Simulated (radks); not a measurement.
The lead ion Pb3+, [Xe] 4f14 5d10 6s1. Method: non-relativistic Kohn-Sham, PBE, spin-polarised, spherical densities, point nucleus; computed with a radial shooting solver on a logarithmic mesh with Libxc functionals. Every spin shell is full or empty, so the densities are truly spherical. Functionals are evaluated on that one density, not self-consistently. Rank these orbital-free kinetic functionals by their error against the exact value of the orbitals, and give that value: Thomas-Fermi, von Weizsacker, TF + vW, TF + vW/9, TF + vW/5, LC94, APBEK, revAPBEK, Perdew 92, Pearson, LKT, PG1, DePristo-Kress, Ernzerhof.

Answer. Exact: 19521.5 hartree. From best to worst, with 100 (|E| - |E exact|)/|E exact| (equal figures are ties): LC94 +0.03, APBEK +0.05, revAPBEK +0.19, DePristo-Kress -0.19, Ernzerhof -0.47, Perdew 92 -0.67, TF + vW/9 -0.67, Pearson -0.83, TF + vW/5 +2.45, Thomas-Fermi -4.58, PG1 +12.29, LKT +15.77, TF + vW +30.54, von Weizsacker -64.89.
